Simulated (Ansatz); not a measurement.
Computed with Ansatz on PBE0-D4/def2-TZVP structures; ΔE is electronic, products minus reactants. CCSD(T)/CBS adds triple-zeta CCSD(T) − MP2 to the extrapolated MP2 energy (def2 sets, frozen cores). This one scheme is used for every species, atoms too. DFT in def2-TZVPP. Open shells (•) are unrestricted, without spin–orbit coupling. Spin–orbit coupling would lower the free atoms: a little for Cl. Bonds to Ge are less sure, by a few kJ/mol each and by 10 to 20 or more in all where they break to atoms, as the def2 sets lack core-valence functions. Scalar relativity is left out up to krypton.

Reaction (hydrogen abstraction from a Ge–H bond): `N#[C][GeH3]` + Cl• → `N#[C][GeH2]`• + HCl

`N#[C][GeH3]`:

Cartesian coordinates in Å:
```
N -0.305 -0.644 -2.359
C -0.163 -0.343 -1.256
Ge 0.076 0.160 0.585
H 0.855 -0.970 1.256
H -1.320 0.324 1.184
H 0.857 1.473 0.589
```

`N#[C][GeH2]`•:

```xyz
5

N     0.712   -0.410    2.132
C     0.426   -0.229    1.029
Ge    0.089    0.020   -0.836
H    -1.073   -0.895   -1.240
H    -0.153    1.514   -1.085
```

HCl:

Cartesian coordinates in Å:
```
Cl 0.375 -0.129 -0.502
H -0.375 0.129 0.502
```

CCSD(T)/CBS gives -0.70 eV.

**Question.** Another level gave -0.41 eV. Which?
A. B2PLYP/def2-TZVPP
B. CCSD(T)/def2-TZVPP
C. RPA@PBE/def2-TZVPP
D. r2SCAN-D4/def2-TZVPP

**Answer.** C. RPA@PBE/def2-TZVPP -0.41, B2PLYP -0.71, r2SCAN-D4 -0.87, CCSD(T)/def2-TZVPP -0.65 eV.

**Question.** What do rigid-rotor, harmonic-oscillator terms from PBE0-D4/def2-TZVP frequencies (298.15 K, 1 bar) make of the CCSD(T)/CBS value? (Best estimate.)

**Answer.** The calculation gave: ΔZPE = -0.07 eV, ΔH = -0.74 eV, ΔS = 30 J/(mol·K), ΔG = -0.84 eV. Open shells count their whole term as degenerate.

Largest T1 diagnostic among the species: 0.020.

From BLYP to BHLYP (50 % exact exchange), in def2-TZVPP and without D4, ΔE moves by +0.22 eV. At CCSD(T), def2-SVP lies +0.19 eV from the extrapolated value and def2-TZVPP +0.05 eV.

CCSD(T)/CBS has its own doubt, a few kJ/mol and more with outer-core shells, so smaller differences from it don't rank the levels.
